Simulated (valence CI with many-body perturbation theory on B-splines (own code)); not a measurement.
# Level structure of Bi LXXIX

Method: valence CI with perturbative core correlation (CI+MBPT): three valence electrons over a frozen Dirac-Fock core [He], radial functions for each j: 11 s, 11 p, 10 d, 8 f, 5 g, 2 h, with the one-electron correlation potential Σ1, the two-electron term Σ2, the three-electron term Σ3, Breit, model QED; selected CI, second order for the rest, scaled by the run's own slope (own B-spline code, finite nucleus).

No measured spectrum was set against this ion. As an estimate, large intervals hold to a few tenths of a per cent, small ones and those within an open d or f shell to about a per cent.

Levels 46 to 90 of 173, with energies above the lowest level, (2s^2 2p1/2) J=1/2. "Leading %" is the weight of the configuration and term that name the level; weights of strongly mixed levels are sums over their largest components and can fall short, so below about 35 % the name and the second component can differ from the true leading terms, or belong to a minority configuration. In the jj column 3d3/2^4 stands for four electrons in 3d with j = 3/2. Lifetimes count E1, E2, E3, M1 and M2 decay at the calculated energies, and are blank where another channel may lead or the interval is too uncertain; long ones can be off by a factor of two.

| No. | Configuration | Term | J | E (eV) | Leading % | Leading jj | g | Lifetime |
| --- | --- | --- | --- | --- | --- | --- | --- | --- |
| 46 | 2s 2p 3s | 2P° | 1/2 | 16813 | 90 | 2s 2p3/2 3s (100 %) | 0.824 | 1.45 fs |
| 47 | 2s 2p 3p | 4P | 3/2 | 16817 | 45 | 2s 2p3/2 3p1/2 (100 %) | 1.609 | 3.27 fs |
| 48 | 2s 2p 3p | 2D | 5/2 | 16817 | 44 | 2s 2p3/2 3p1/2 (100 %) | 1.290 | 1.27 fs |
| 49 | 2s 2p 3s | 2P° | 3/2 | 16822 | 82 | 2s 2p3/2 3s (99 %) | 1.367 | 2.87 fs |
| 50 | 2s 2p 3p | 2P | 1/2 | 16920 | 47 | 2s 2p3/2 3p1/2 (99 %) | 1.261 | 1.22 fs |
| 51 | 2s 2p 3p | 2D | 3/2 | 16921 | 61 | 2s 2p3/2 3p1/2 (99 %) | 0.959 | 1.86 fs |
| 52 | 2p2 3s | 4P | 3/2 | 17050 | 88 | 2p1/2 2p3/2 3s (99 %) | 1.639 | 3.37 fs |
| 53 | 2p2 3s | 2P | 1/2 | 17062 | 66 | 2p1/2 2p3/2 3s (99 %) | 1.282 | 1.65 fs |
| 54 | 2p2 3s | 2D | 5/2 | 17067 | 65 | 2p1/2 2p3/2 3s (99 %) | 1.291 | 3.06 fs |
| 55 | 2p2 3s | 2D | 3/2 | 17077 | 64 | 2p1/2 2p3/2 3s (100 %) | 0.937 | 1.74 fs |
| 56 | 2p2 3p | 4P° | 1/2 | 17128 | 49 | 2p1/2 2p3/2 3p1/2 (100 %) | 1.724 | 753 as |
| 57 | 2p2 3p | 4D° | 3/2 | 17134 | 54 | 2p1/2 2p3/2 3p1/2 (100 %) | 1.112 | 750 as |
| 58 | 2p2 3p | 2F° | 5/2 | 17147 | 51 | 2p1/2 2p3/2 3p1/2 (100 %) | 1.026 | 751 as |
| 59 | 2p2 3p | 2P° | 3/2 | 17206 | 43 | 2p1/2 2p3/2 3p1/2 (99 %) | 1.288 | 807 as |
| 60 | 2s 2p 3p | 4D | 7/2 | 17526 | 100 | 2s 2p3/2 3p3/2 (100 %) | 1.391 | 88.8 fs |
| 61 | 2s 2p 3p | 2P | 3/2 | 17539 | 55 | 2s 2p3/2 3p3/2 (100 %) | 1.465 | 1.70 fs |
| 62 | 2s 2p 3p | 4P | 5/2 | 17562 | 53 | 2s 2p3/2 3p3/2 (100 %) | 1.379 | 1.84 fs |
| 63 | 2s 2p 3p | 2S | 1/2 | 17568 | 47 | 2s 2p3/2 3p3/2 (100 %) | 1.331 | 1.01 fs |
| 64 | 2s 2p 3d | 4D° | 5/2 | 17609 | 44 | 2s 2p3/2 3d3/2 (100 %) | 1.205 | 356 as |
| 65 | 2s 2p 3d | 4D° | 3/2 | 17616 | 43 | 2s 2p3/2 3d3/2 (100 %) | 1.298 | 326 as |
| 66 | 2s 2p 3d | 2F° | 7/2 | 17619 | 44 | 2s 2p3/2 3d3/2 (99 %) | 1.180 | 380 as |
| 67 | 2s 2p 3d | 4P° | 1/2 | 17623 | 82 | 2s 2p3/2 3d3/2 (100 %) | 2.120 | 365 as |
| 68 | 2s 2p 3p | 2D | 5/2 | 17641 | 71 | 2s 2p3/2 3p3/2 (100 %) | 1.249 | 2.12 fs |
| 69 | 2s 2p 3p | 2P | 3/2 | 17664 | 57 | 2s 2p3/2 3p3/2 (100 %) | 1.216 | 2.33 fs |
| 70 | 2s 2p 3p | 2S | 1/2 | 17669 | 59 | 2s 2p3/2 3p3/2 (100 %) | 1.714 | 17.4 fs |
| 71 | 2s 2p 3d | 2D° | 3/2 | 17715 | 62 | 2s 2p3/2 3d3/2 (96 %) | 0.896 | 344 as |
| 72 | 2s 2p 3d | 2F° | 5/2 | 17720 | 68 | 2s 2p3/2 3d3/2 (100 %) | 0.916 | 371 as |
| 73 | 2s 2p 3d | 2P° | 1/2 | 17732 | 71 | 2s 2p3/2 3d3/2 (99 %) | 0.596 | 317 as |
| 74 | 2s 2p 3d | 4F° | 9/2 | 17776 | 100 | 2s 2p3/2 3d5/2 (100 %) | 1.300 | 1.81 ps |
| 75 | 2s 2p 3d | 2D° | 5/2 | 17805 | 41 | 2s 2p3/2 3d5/2 (99 %) | 1.298 | 436 as |
| 76 | 2s 2p 3d | 4D° | 7/2 | 17812 | 51 | 2s 2p3/2 3d5/2 (97 %) | 1.265 | 291 as |
| 77 | 2s 2p 3d | 2D° | 3/2 | 17822 | 38 | 2s 2p3/2 3d5/2 (92 %) | 1.160 | 445 as |
| 78 | 2s 2p 3d | 2P° | 1/2 | 17841 | 76 | 2s 2p3/2 3d5/2 (90 %) | 0.841 | 397 as |
| 79 | 2p2 3p | 4D° | 5/2 | 17868 | 51 | 2p1/2 2p3/2 3p3/2 (99 %) | 1.397 | 1.40 fs |
| 80 | 2p2 3p | 2P° | 1/2 | 17876 | 37 | 2p1/2 2p3/2 3p3/2 (91 %) | 1.498 | 1.10 fs |
| 81 | 2p2 3p | 2F° | 7/2 | 17878 | 48 | 2p1/2 2p3/2 3p3/2 (72 %) | 1.202 | 1.04 fs |
| 82 | 2p2 3p | 2D° | 3/2 | 17882 | 50 | 2p1/2 2p3/2 3p3/2 (94 %) | 1.105 | 1.23 fs |
| 83 | 2s 2p 3d | 2F° | 7/2 | 17904 | 52 | 2s 2p3/2 3d5/2 (74 %) | 1.170 | 1.57 fs |
| 84 | 2p2 3p | 4S° | 3/2 | 17909 | 34 | 2p1/2 2p3/2 3p3/2 (99 %) | 1.413 | 1.32 fs |
| 85 | 2s 2p 3d | 2D° | 5/2 | 17909 | 36 | 2s 2p3/2 3d5/2 (57 %) | 1.162 | 423 as |
| 86 | 2s 2p 3d | 2P° | 3/2 | 17920 | 69 | 2s 2p3/2 3d5/2 (98 %) | 1.251 | 394 as |
| 87 | 2p2 3p | 2D° | 5/2 | 17928 | 38 | 2p1/2 2p3/2 3p3/2 (57 %) | 1.142 | 476 as |
| 88 | 2p2 3d | 4F | 3/2 | 17937 | 43 | 2p1/2 2p3/2 3d3/2 (100 %) | 0.914 | 1.06 fs |
| 89 | 2p2 3d | 4F | 5/2 | 17937 | 52 | 2p1/2 2p3/2 3d3/2 (100 %) | 0.944 | 2.74 fs |
| 90 | 2p2 3d | 4D | 1/2 | 17945 | 78 | 2p1/2 2p3/2 3d3/2 (100 %) | 0.258 | 1.86 fs |
